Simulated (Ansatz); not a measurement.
Ansatz (an electronic-structure program) input (RI-MP2/def2-TZVPP):
A basis named .json is the Basis Set Exchange file of that set.

Ansatz 0.2 input:
```yaml
crystal:
  periodic: [false, false, false]
  atoms:
    - {symbol: Si, position_ang: [-0.49830147, -0.01537292, -0.09393418]}
    - {symbol: C, position_ang: [-2.27679679, -0.07677199, -0.46122146]}
    - {symbol: Br, position_ang: [0.04568207, 1.99189801, 0.68222875]}
    - {symbol: Br, position_ang: [0.68683461, -0.40073170, -1.93934135]}
    - {symbol: Br, position_ang: [0.01866084, -1.56612640, 1.40786380]}
    - {symbol: H, position_ang: [-2.83396982, -1.00406296, -0.41262045]}
    - {symbol: H, position_ang: [-2.82024223, 0.80351880, -0.78126454]}
basis:
  gaussian:
    orbitals: def2-TZVPP
    fitting: {mean_field: def2-universal-jkfit, correlation: def2-TZVPP-RIFIT.json}
magnetization: {spin_polarized: true, initial_magnetization: 1}
correlation: {method: mp2, electrons: outside_noble_gas}
```

End of the output:

```
integrals: 0.47 GiB planned
1037 factors; integrals over basis functions are off by at most 9.5e-1 eV
736 factors; integrals over basis functions are off by at most 1.2e2 eV
mean field: 2.30 GiB planned
mean field evaluation 1: about -218923.2862 eV, gradient 1.7e1 eV
mean field evaluation 2: about -218924.9701 eV, gradient 8.6e0 eV
mean field evaluation 4: about -218925.4284 eV, gradient 8.3e-1 eV
mean field evaluation 8: about -218925.4396 eV, gradient 2.3e-6 eV
mean field -218925.43963785 eV, -8045.3615136981 hartree, gradient 2.3e-6 eV, S^2 0.760943; 0 other end points of the search recorded, 0 dependent functions left out
48 core orbitals not correlated
reference -218925.43963785 eV, -8045.3615136981 hartree; 16, 15 occupied and 181, 182 virtual orbitals, 736 factors
second order -19.95366303 eV of doubles, -0.00000000 eV of singles
Total energy: -218945.39330087 eV, -8046.0947972892 hartree
```

It need not be the lowest isomer of its formula.
